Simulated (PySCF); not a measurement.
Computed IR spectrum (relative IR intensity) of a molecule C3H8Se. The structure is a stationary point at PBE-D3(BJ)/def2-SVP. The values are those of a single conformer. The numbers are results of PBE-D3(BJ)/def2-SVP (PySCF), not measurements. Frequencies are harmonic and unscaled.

Lines under 2 % of the strongest are left out, and lines within 2 cm⁻¹ are merged.

```csv
ν (cm⁻¹),relative intensity
168,17
388,2.3
539,4.5
743,8.7
883,4.8
900,5.1
1008,8.1
1132,58
1190,100
1338,28
1348,11
1405,9.5
1418,30
1428,17
2350,76
2956,74
2965,56
3009,12
3044,33
3051,54
3066,29
3070,46
```

**Question.** Which structure fits?
A. CCC[SeH]
B. CC[Se]C
C. CC(C)[SeH]

**Answer.** C, CC(C)[SeH]
